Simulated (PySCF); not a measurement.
C8H8Cl (doublet state).
Geometry (GFN2-xTB, Å), atoms numbered from 1 in this order:
```
atom  x, y, z in Å
C1     3.6637   -0.7754   -0.2203
C2     2.2714   -0.4342   -0.0464
C3     1.1149   -0.1330    0.0971
C4    -0.2462    0.1739    0.2724
C5    -0.8135    1.3817    0.2146
C6    -2.2906    1.3291    0.4515
C7    -2.5251   -0.1327    0.6049
Cl8   -3.9755   -0.7717    1.2254
C9    -1.2573   -0.9084    0.5643
H10    4.2696   -0.2628    0.5269
H11    4.0002   -0.4742   -1.2124
H12    3.8025   -1.8509   -0.1112
H13   -0.3000    2.3072    0.0218
H14   -2.5834    1.9042    1.3421
H15   -2.8517    1.7627   -0.3877
H16   -1.2521   -1.6826   -0.2137
H17   -1.0342   -1.4210    1.5101
```

Identity: `CC#CC1=CC[C](Cl)C1` [radical].

Computed with UKS B3LYP, pcH-1 on C Cl H, non-relativistic, mean-field spin-orbit, GIAO (PySCF). Geometry: GFN2-xTB; no solvent, vibrations or thermal averaging. GFN2-xTB frequencies show an imaginary mode (29i cm⁻¹), so this geometry is no minimum at that level. Couplings are sensitive to structure, and on GFN2-xTB geometries they can be far from those on DFT ones. No stability test was run, so a lower SCF solution isn't excluded.

The largest Mulliken spin populations are on C7 (+0.90), C6 (-0.07), Cl8 (+0.07) and C9 (-0.07). C7 is the only atom above +0.15. The positive populations add up to 1.15 and the negative ones to -0.15, together 2S = 1. The angles at C7 add up to 357.5°, so it is nearly planar.

(1) How do the β-proton couplings of this frozen conformer go with θ, the angle between the C–H bond and the normal to the plane of the spin centre's three neighbours, both seen down the bond from centre to carbon?

Answers

(1) 
```json
{"β H": "H14", "on": "C6", "centre": "C7", "θ (°)": "34", "cos²θ": "0.68", "a (G)": "+33.05"}
{"β H": "H15", "on": "C6", "centre": "C7", "θ (°)": "26", "cos²θ": "0.81", "a (G)": "+35.82"}
{"β H": "H16", "on": "C9", "centre": "C7", "θ (°)": "25", "cos²θ": "0.82", "a (G)": "+36.69"}
{"β H": "H17", "on": "C9", "centre": "C7", "θ (°)": "34", "cos²θ": "0.69", "a (G)": "+34.41"}
```

Couplings in gauss use g_iso = 2.0053.
